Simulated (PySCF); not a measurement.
Ge(H)(Me)2(OH) (C2H8GeO), SMILES [CH3][GeH]([CH3])[OH].

The structure is a stationary point at PBE0-D3(BJ)/def2-SVP. This is a generated structure with no PubChem entry under its InChIKey; it may be hypothetical. Other conformers were not sampled.

Level of theory: PBE0-D3(BJ)/def2-SVP (PySCF 2.14.0).

Frequencies are harmonic and unscaled.

```csv
mode,ν (cm⁻¹),IR (km/mol),moving atoms (share of kinetic energy)
1,115,3.6,H 98 %
2,125,0.1,H 96 %
3,136,76.3,H 93 %
4,173,0.7,"C 50 %, H 36 %, Ge 10 %"
5,206,8.8,"H 28 %, Ge 28 %, O 22 %, C 22 %"
6,215,48.3,"O 55 %, H 20 %, C 15 %, Ge 9 %"
7,593,5.8,"C 69 %, H 21 %, Ge 8 %"
8,598,40.6,H 86 %
9,621,18.7,"C 53 %, H 31 %, Ge 16 %"
10,682,33.9,"H 65 %, O 22 %, Ge 9 %"
11,709,82.4,"O 57 %, H 30 %, Ge 11 %"
12,744,40.6,"H 78 %, C 18 %"
13,834,39.4,"H 75 %, C 23 %"
14,845,65.7,"H 85 %, C 14 %"
15,846,54.5,"H 80 %, C 16 %"
16,905,122.8,"H 90 %, O 8 %"
17,1250,19.5,"H 79 %, C 21 %"
18,1255,11.9,"H 80 %, C 20 %"
19,1427,1.6,H 96 %
20,1428,0.2,H 95 %
21,1433,3.9,H 96 %
22,1439,10.0,H 96 %
23,2165,142.4,H 99 %
24,3061,3.6,H 97 %
25,3062,3.9,H 97 %
26,3167,0.0,"H 91 %, C 9 %"
27,3168,9.3,"H 91 %, C 9 %"
28,3180,1.6,"H 91 %, C 9 %"
29,3180,3.3,"H 90 %, C 10 %"
30,3912,53.8,H 94 %
```
